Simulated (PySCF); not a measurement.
Ga(H)2(NHMe) (CH6GaN), SMILES [GaH2][NH]C.

The structure is a stationary point at PBE-D3(BJ)/def2-SVP.

All values below come from ωB97X/def2-TZVPD (PySCF).

Symmetry labels are those of the subgroup Cs that the program uses (full group Cs).

**Question.** List the valence orbital energies around the gap with their symmetry. (The exact figures need the calculation; the answer reports its results.)

**Answer.** 
| orbital | symmetry | energy (eV) |
|---|---|---|
| HOMO−7 | A' | -20.95 |
| HOMO−6 | A' | -16.24 |
| HOMO−5 | A' | -15.06 |
| HOMO−4 | A" | -14.29 |
| HOMO−3 | A' | -13.37 |
| HOMO−2 | A' | -11.49 |
| HOMO−1 | A' | -10.96 |
| HOMO | A" | -9.09 |
| LUMO | A" | 1.00 |
| LUMO+1 | A' | 1.79 |
| LUMO+2 | A' | 2.25 |
| LUMO+3 | A' | 2.67 |
